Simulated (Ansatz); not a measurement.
`Sc1ccc(-c2ccc(-c3ccccc3)cc2)cc1` was relaxed with r2SCAN-D4 (def2-SVP) in Ansatz in these states: charge +1 doublet, charge -1 doublet, neutral singlet. The geometries follow in no particular order.

A:

```xyz
33

S     6.4391   -1.4632    3.0036
C     4.8463   -1.1098    2.3208
C     3.7077   -0.8665    3.1061
C     2.4827   -0.5912    2.5014
C     2.3457   -0.5442    1.1014
C     1.0448   -0.2463    0.4675
C     0.9687    0.4824   -0.7350
C    -0.2575    0.7672   -1.3306
C    -1.4668    0.3345   -0.7544
C    -2.7694    0.6375   -1.3873
C    -3.8309   -0.2867   -1.3386
C    -5.0594   -0.0001   -1.9357
C    -5.2563    1.2172   -2.5950
C    -4.2119    2.1453   -2.6513
C    -2.9828    1.8589   -2.0553
C    -1.3911   -0.3964    0.4463
C    -0.1652   -0.6788    1.0436
C     3.4974   -0.7899    0.3287
C     4.7259   -1.0698    0.9209
H     6.0658   -1.4146    4.3002
H     3.7787   -0.8809    4.1978
H     1.6173   -0.3781    3.1355
H     1.8875    0.8500   -1.2011
H    -0.2790    1.3226   -2.2727
H    -3.6791   -1.2536   -0.8500
H    -5.8665   -0.7377   -1.8940
H    -6.2193    1.4417   -3.0627
H    -4.3581    3.1053   -3.1555
H    -2.1821    2.6037   -2.0814
H    -2.3126   -0.7338    0.9295
H    -0.1428   -1.2643    1.9673
H     3.4241   -0.7907   -0.7626
H     5.5989   -1.2697    0.2926
```

B:

| atom | x (Å) | y (Å) | z (Å) |
| --- | --- | --- | --- |
| S1 | 6.3303 | 1.3632 | 3.4066 |
| C2 | 4.7835 | 1.0305 | 2.5969 |
| C3 | 4.4131 | -0.2854 | 2.2374 |
| C4 | 3.2196 | -0.5414 | 1.5805 |
| C5 | 2.2974 | 0.4952 | 1.2294 |
| C6 | 1.0495 | 0.2264 | 0.5449 |
| C7 | 0.0420 | 1.2225 | 0.3528 |
| C8 | -1.1496 | 0.9637 | -0.2981 |
| C9 | -1.4664 | -0.3158 | -0.8445 |
| C10 | -2.7146 | -0.5849 | -1.5398 |
| C11 | -2.9011 | -1.7486 | -2.3440 |
| C12 | -4.0954 | -2.0032 | -3.0096 |
| C13 | -5.1819 | -1.1167 | -2.9183 |
| C14 | -5.0254 | 0.0377 | -2.1324 |
| C15 | -3.8333 | 0.2975 | -1.4646 |
| C16 | -0.4610 | -1.3109 | -0.6570 |
| C17 | 0.7251 | -1.0571 | 0.0054 |
| C18 | 2.6998 | 1.8171 | 1.6021 |
| C19 | 3.8948 | 2.0754 | 2.2554 |
| H20 | 5.9357 | 1.2801 | 4.7120 |
| H21 | 5.0834 | -1.1133 | 2.4920 |
| H22 | 2.9763 | -1.5806 | 1.3450 |
| H23 | 0.2018 | 2.2323 | 0.7413 |
| H24 | -1.8587 | 1.7888 | -0.4161 |
| H25 | -2.0725 | -2.4509 | -2.4683 |
| H26 | -4.1806 | -2.9077 | -3.6236 |
| H27 | -6.1205 | -1.3188 | -3.4432 |
| H28 | -5.8574 | 0.7446 | -2.0317 |
| H29 | -3.7668 | 1.1932 | -0.8413 |
| H30 | -0.6349 | -2.3264 | -1.0256 |
| H31 | 1.4409 | -1.8783 | 0.1016 |
| H32 | 2.0609 | 2.6661 | 1.3458 |
| H33 | 4.1657 | 3.1059 | 2.5091 |

C:

Cartesian coordinates in Å:
```
S 6.952 -0.950 1.614
C 5.276 -0.672 1.265
C 4.542 0.425 1.779
C 3.207 0.573 1.460
C 2.538 -0.344 0.601
C 1.135 -0.172 0.261
C 0.576 -0.778 -0.898
C -0.752 -0.601 -1.231
C -1.623 0.167 -0.412
C -3.031 0.342 -0.757
C -3.995 0.635 0.242
C -5.335 0.793 -0.088
C -5.748 0.681 -1.424
C -4.809 0.400 -2.429
C -3.471 0.224 -2.101
C -1.069 0.758 0.755
C 0.266 0.608 1.072
C 3.297 -1.432 0.088
C 4.627 -1.602 0.414
H 7.142 0.129 2.410
H 5.031 1.161 2.422
H 2.674 1.442 1.850
H 1.208 -1.371 -1.562
H -1.141 -1.088 -2.128
H -3.693 0.696 1.290
H -6.068 0.996 0.696
H -6.802 0.813 -1.683
H -5.129 0.329 -3.471
H -2.748 0.035 -2.898
H -1.700 1.370 1.403
H 0.644 1.076 1.983
H 2.817 -2.180 -0.546
H 5.180 -2.461 0.023
```

Task: Judge from the bond lengths which geometry belongs to which state (an estimate).

Result: A is the neutral singlet (S1–C2 1.769 Å, C5–C6 1.477 Å, C9–C10 1.480 Å); B is the charge -1 doublet (S1–C2 1.777 Å, C5–C6 1.448 Å, C9–C10 1.454 Å); C is the charge +1 doublet (S1–C2 1.735 Å, C5–C6 1.454 Å, C9–C10 1.460 Å).

At r2SCAN-D4/def2-SVP the highest occupied level of the relaxed charge -1 doublet lies above zero (up to 0.87 eV). By energy differences its removal costs 0.55 eV (each at its own geometry, to the charge 0 singlet, at PBE0-D4/def2-TZVP).
